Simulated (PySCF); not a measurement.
# A ladder for the electron affinity of K

K⁻ [Ar] 4s2 (1S) → K [Ar] 4s1 (2S). Scalar values calculated with PySCF 2.14 in aug-cc-pVQZ-X2C (spin-free X2C; valence: [Ar] frozen). The spin-orbit shift comes from two-component X2C-1e calculations (generalised Hartree-Fock, GHF, and MP2 on its spinors, GMP2) in x2c-TZVPall-2c with one added diffuse shell each of s, p, d type: GMP2 gives 0.303 eV without and 0.303 eV with screened spin-orbit coupling, a shift of 0.000 eV (GHF: 0.000 eV). Sums use unrounded values; where a UHF row is shifted, it takes the GHF shift.

```csv
method,scalar (eV)
UHF,-0.082
LDA,0.577
PBE,0.515
PBE0,0.479
r2SCAN,0.401
BLYP,0.435
CAM-B3LYP,0.455
wB97X,0.602
PW91,0.535
MP2 (valence),0.307
SCS-MP2 (valence),0.384
CCSD (valence),0.493
CCSD(T) (valence),0.493
CCSDT (valence),0.493
FCI (valence),0.493
```

(1) Form a composite estimate from CCSD(T) (valence) and the spin-orbit shift, and compare it with the reference, 0.501 eV (measured; photodetachment measurements, as compiled on the Wikipedia data page of electron affinities).

The errors of the correlated levels include the incompleteness of the basis and the frozen core, so a lower level can come closer by cancellation.

Answers

(1) 0.493 + (0.000) = 0.493 eV, an error of -0.009 eV.
